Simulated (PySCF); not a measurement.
Atomic charges by several schemes

Species: C₇H₉OPS.
Structure used (GFN2-xTB), in Å, numbered top down from 1:
```
atom  x, y, z in Å
C1    -2.2864   -1.3170    0.9959
C2    -1.8242   -0.2640    0.3382
C3    -2.2353    0.1638   -1.0296
P4    -0.5684    0.7322    1.1976
O5    -0.4590    0.5085    2.6369
C6     0.9867    0.4708    0.3360
C7     2.1016   -0.0507    0.9270
C8     3.1917   -0.1585    0.0404
C9     2.8905    0.2799   -1.2097
S10    1.2706    0.8328   -1.3335
H11   -3.0275   -1.9832    0.5840
H12   -1.9319   -1.5283    1.9920
H13   -2.7127    1.1426   -0.9849
H14   -1.3651    0.2527   -1.6792
H15   -2.9330   -0.5485   -1.4635
H16   -0.9051    2.0404    0.8349
H17    2.1185   -0.3352    1.9639
H18    4.1564   -0.5410    0.3215
H19    3.5228    0.3121   -2.0747
```

Density: PBE0/pcSseg-1 (PySCF); schemes: Mulliken, IAO, Hirshfeld and ESP-fitted. Isolated species at its GFN2-xTB geometry (one conformer only).

Task: Atoms with like bonding are taken together and averaged. For which atoms does the sign change between the 4 schemes (beyond +0.03 e in one, beyond −0.03 e in another)?

Result: C2 and C7.

Task: At which atom do the 4 schemes differ most?

Result: At P4: from +0.394 (Hirshfeld) to +1.435 e (IAO), 1.041 e apart.

Task: What partial charge does each atom carry?

Result: In e; atoms taken as equivalent share a row and are averaged (×n: the atom named and its like, n in all):

```json
{"atom": "C1", "environment": "terminal =CH2 carbon", "Mulliken": "-0.033", "IAO": "-0.287", "Hirshfeld": "-0.081", "ESP-fitted": "-0.472"}
{"atom": "C2", "environment": "fully substituted alkene carbon", "Mulliken": "-0.668", "IAO": "-0.251", "Hirshfeld": "-0.046", "ESP-fitted": "+0.110"}
{"atom": "C3", "environment": "allylic carbon", "Mulliken": "-0.153", "IAO": "-0.427", "Hirshfeld": "-0.120", "ESP-fitted": "-0.424"}
{"atom": "P4", "environment": "phosphoryl phosphorus", "Mulliken": "+1.075", "IAO": "+1.435", "Hirshfeld": "+0.394", "ESP-fitted": "+0.640"}
{"atom": "O5", "environment": "phosphoryl oxygen", "Mulliken": "-0.605", "IAO": "-0.918", "Hirshfeld": "-0.387", "ESP-fitted": "-0.591"}
{"atom": "C6", "environment": "substituted aromatic carbon", "Mulliken": "-0.636", "IAO": "-0.459", "Hirshfeld": "-0.095", "ESP-fitted": "-0.238"}
{"atom": "C7", "environment": "aromatic CH carbon", "Mulliken": "+0.004", "IAO": "-0.152", "Hirshfeld": "-0.054", "ESP-fitted": "+0.064"}
{"atom": "C8", "environment": "aromatic CH carbon", "Mulliken": "-0.039", "IAO": "-0.181", "Hirshfeld": "-0.066", "ESP-fitted": "-0.334"}
{"atom": "C9", "environment": "aromatic CH next to a ring sulfur", "Mulliken": "-0.263", "IAO": "-0.307", "Hirshfeld": "-0.073", "ESP-fitted": "-0.152"}
{"atom": "S10", "environment": "thiophene-type sulfur", "Mulliken": "+0.285", "IAO": "+0.339", "Hirshfeld": "+0.122", "ESP-fitted": "+0.034"}
{"atom": "H11", "environment": "vinylic hydrogen", "Mulliken": "+0.115", "IAO": "+0.152", "Hirshfeld": "+0.054", "ESP-fitted": "+0.205"}
{"atom": "H12", "environment": "vinylic hydrogen", "Mulliken": "+0.139", "IAO": "+0.171", "Hirshfeld": "+0.050", "ESP-fitted": "+0.208"}
{"atom": "H13/H14/H15", "environment": "methyl hydrogen", "Mulliken": "+0.136", "IAO": "+0.153", "Hirshfeld": "+0.043", "ESP-fitted": "+0.132"}
{"atom": "H16", "environment": "P–H hydrogen", "Mulliken": "+0.027", "IAO": "-0.105", "Hirshfeld": "-0.010", "ESP-fitted": "+0.003"}
{"atom": "H17", "environment": "aromatic hydrogen", "Mulliken": "+0.106", "IAO": "+0.183", "Hirshfeld": "+0.063", "ESP-fitted": "+0.141"}
{"atom": "H18", "environment": "aromatic hydrogen", "Mulliken": "+0.102", "IAO": "+0.169", "Hirshfeld": "+0.061", "ESP-fitted": "+0.207"}
{"atom": "H19", "environment": "aromatic hydrogen", "Mulliken": "+0.135", "IAO": "+0.178", "Hirshfeld": "+0.059", "ESP-fitted": "+0.204"}
```

Mean size of the charges over all atoms: IAO 0.325 e, Mulliken 0.252 e, ESP-fitted 0.233 e, Hirshfeld 0.098 e. Each set sums to the total charge, 0, to within 0.001 e. The Mulliken scheme counts on each atom the diagonal of the density matrix times the overlap matrix over that atom's basis functions.

Some averages cover members that differ in this geometry: H13/H14/H15, ESP-fitted +0.117 to +0.154 e.

Task: How closely do the schemes follow one another over all atoms?

Result: Correlation coefficient and root-mean-square difference: IAO with Hirshfeld 0.98, 0.317 e; Mulliken with IAO 0.92, 0.186 e; Hirshfeld with ESP-fitted 0.88, 0.180 e; IAO with ESP-fitted 0.87, 0.247 e; Mulliken with Hirshfeld 0.86, 0.263 e; Mulliken with ESP-fitted 0.69, 0.273 e.

Task: Sum the charges by element, for elements with more than one atom.

Result: 
| element | atoms | Mulliken | IAO | Hirshfeld | ESP-fitted |
| --- | --- | --- | --- | --- | --- |
| C | 7 | -1.789 | -2.063 | -0.535 | -1.447 |
| H | 9 | +1.033 | +1.207 | +0.405 | +1.365 |

Task: How many electrons does the Mulliken scheme count on O5?

Result: Z − q = 8 − (-0.605) = 8.605.
